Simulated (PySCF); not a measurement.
# Working with the constants of NaSr⁺

RHF-CCSD(T) constants of NaSr⁺, ¹Σ⁺ (singlet), closed shell (basis Na def2-SVP, Sr def2-SVP with ECP28; scalar-relativistic core potentials; PySCF 2.14; masses 22.9898 and 87.9056 u):

* ωe: 112.5 cm⁻¹
* ωexe: 0.467 cm⁻¹
* Be: 0.066068 cm⁻¹
* αe: 0.000400 cm⁻¹
* D (centrifugal): 9.11e-08 cm⁻¹
* De to Na⁺ + Sr: 0.93 eV

(1) Give the band origin of the fundamental and the first lines of its P and R branches.

(2) Near which J would the R branch turn back, without centrifugal distortion?

Correlated steps freeze 1 core orbital. Correlated levels converge slowly with the basis: in double zeta they bind strong bonds too weakly, by up to about 1 eV, and carry superposition errors of some tenths. For an ion De counts to the pair picked by the measured ionisation energies or electron affinities, which need not be the lowest pair at this level.

Answers

(1) ν0 = ωe − 2ωexe = 111.6 cm⁻¹, B0 = 0.065868, B1 = 0.065468 cm⁻¹.

```json
{"J″": "0", "P(J″) − ν0": "", "R(J″) − ν0": "0.131"}
{"J″": "1", "P(J″) − ν0": "-0.132", "R(J″) − ν0": "0.261"}
{"J″": "2", "P(J″) − ν0": "-0.264", "R(J″) − ν0": "0.390"}
{"J″": "3", "P(J″) − ν0": "-0.398", "R(J″) − ν0": "0.519"}
{"J″": "4", "P(J″) − ν0": "-0.532", "R(J″) − ν0": "0.647"}
{"J″": "5", "P(J″) − ν0": "-0.667", "R(J″) − ν0": "0.774"}
{"J″": "6", "P(J″) − ν0": "-0.802", "R(J″) − ν0": "0.900"}
```

(2) At J ≈ (B0 + B1)/(2(B0 − B1)) − 1 ≈ 160.
